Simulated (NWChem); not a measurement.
# Relativistic effects in AsGa

```xyz
2

Ga     0.0000     0.0000     1.2145
As     0.0000     0.0000    -1.1409
```
Charge 0, spin multiplicity 3.

Program: NWChem. All single points use one geometry, from UB3LYP/def2-SVP, a minimum by its harmonic frequencies.

Functional B3LYP, all-electron basis x2c-SVPall-2c, contracted for the X2C Hamiltonian and used here with ZORA. The ion keeps the geometry and has multiplicity 4 in the scalar run; the spin-orbit run starts from the same electron counts.

Costs are rough ratios of processor time within this set of runs, SCF included, with scalar ZORA as 1.

B3LYP has NWChem's definition, with VWN1-RPA local correlation. This spin state was chosen for the runs; another may lie lower. The structure started from a generated list of species. The stability of the SCF solutions was not checked.

```tsv
Hamiltonian	ΔSCF ionisation energy (eV)	relative cost
scalar ZORA	7.53	1
spin-orbit ZORA	7.60	under 3
```

From scalar ZORA to spin-orbit ZORA the ionisation energy goes up by 0.07 eV.
